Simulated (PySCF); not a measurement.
## Structure from 2D NMR

Compound of formula C5H11FOSi. Correlations simulated from computed shifts and the bond graph:

HSQC (one-bond C–H):
```csv
δH,δC
4.82,78.0
4.55,85.9
4.36,78.7
3.47,78.0
3.03,78.7
1.48,17.4
0.96,15.3
```

COSY cross peaks (H two or three bonds apart, from the bond graph; peaks can be absent where the dihedral angle is near 90°):
```csv
δH,δH
4.82,4.55
4.82,3.47
4.55,4.27
4.55,3.90
4.55,3.47
4.36,3.03
4.36,1.48
4.27,3.90
4.27,1.48
3.90,1.48
3.03,1.48
1.48,0.96
```

HMBC (two and three bonds, from the bond graph):
```csv
δH,δC
4.82,"85.9, 78.7"
4.55,"78.0, 17.4"
4.36,"78.0, 17.4, 15.3"
4.27,"85.9, 78.7, 78.0, 17.4, 15.3"
3.90,"85.9, 78.7, 78.0, 17.4, 15.3"
3.47,"85.9, 78.7"
3.03,"78.0, 17.4, 15.3"
1.48,"85.9, 78.7, 15.3"
0.96,"78.7, 17.4"
```

PySCF calculation with σ from GIAO-PBE0/pcSseg-1 and geometry: GFN2-xTB; one computed conformer, in vacuum, non-relativistic, averaged over atoms made equivalent by symmetry, fast rotation or ring inversion.

Chemical shifts δ = σref − σ; ¹H (σ = 31.72 ppm) and ¹³C (σ = 186.93 ppm) vs TMS, all at this level.

Exchangeable hydrogens are left out of these lists.

**Question.** Which molecule is this?

**Answer.** SMILES C[C@@H]1COC[C@@H](F)[SiH2]1.

Atoms are numbered as in `[CH3:1][C@@H:2]1[CH2:3][O:4][CH2:5][C@@H:6]([F:7])[SiH2:8]1`. Hydrogens are named by the atom that carries them. Ha(C3), Ha(C5), Ha(Si8) are cis to C1 on the ring; Hb(C3), Hb(C5), Hb(Si8) are trans to C1 on the ring.

- δC 85.9 is C6, an sp3 CH bonded to F and Si (δH 4.55).
- δC 78.7 is C3, an sp3 CH2 bonded to O (δH 4.36, 3.03).
- δC 78.0 is C5, an sp3 CH2 bonded to O (δH 3.47, 4.82).
- δC 17.4 is C2, an sp3 CH bonded to Si (δH 1.48).
- δC 15.3 is C1, a methyl carbon (δH 0.96).
- COSY links 4.82–4.55, 4.82–3.47, 4.55–4.27, 4.55–3.90, 4.55–3.47, 4.36–3.03.

This is the structure that produced the data.

Shifts are as computed. Against solution values, carbons near 30 ppm lie about +3 ppm off and those near 130 ppm about +5 ppm. Of 1211 compounds with measured shifts, 218 miss one by over three times the rms of a fit or turn the order of signals round; such compounds aren't used in these exercises.
